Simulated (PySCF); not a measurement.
## Orbital picture of BI

PBE0 at R = 2.153 Å; PySCF, scalar-relativistic core potentials, basis sets B cc-pVDZ, I cc-pVDZ-PP with ECP28. State: ¹Σ⁺ (singlet), closed shell. Only the outer orbitals are listed, counted within each symmetry, core potentials removing the inner ones.

```csv
orbital,occ.,ε (eV),on B (%),main shells (%)
5σ,2,-20.31,10,89 I s
6σ,2,-12.52,51,"47 B s, 40 I p, 8 I s"
3π,2,-8.65,9,"90 I p, 9 B p"
3π,2,-8.65,9,"90 I p, 9 B p"
7σ,2,-7.23,72,"44 B s, 28 B p, 28 I p"
4π,0,-2.30,88,"88 B p, 9 I p"
4π,0,-2.30,88,"88 B p, 9 I p"
8σ,0,0.64,59,"60 B p, 34 I p, 9 I d"
```

Problem. Which are the highest filled and the lowest empty level, where do they sit, and how wide is the gap?

Solution. Highest filled 7σ at -7.23 eV (in %: 44 B s, 28 B p, 28 I p); lowest empty 4π at -2.30 eV (in %: 88 B p, 9 I p); the gap at PBE0 is 4.93 eV.

```json
{"bond order (Mayer)": "1.48", "⟨S²⟩": "0.000", "charge on B (Mulliken, basis-dependent)": "-0.04", "charge on B (Löwdin, basis-dependent)": "-0.22", "dipole moment (positive dipole means B(−)I(+))": "1.20 D", "polarisability along the bond": "68.1 bohr³", "polarisability across the bond": "28.3 bohr³"}
```

Spin–orbit coupling is left out.
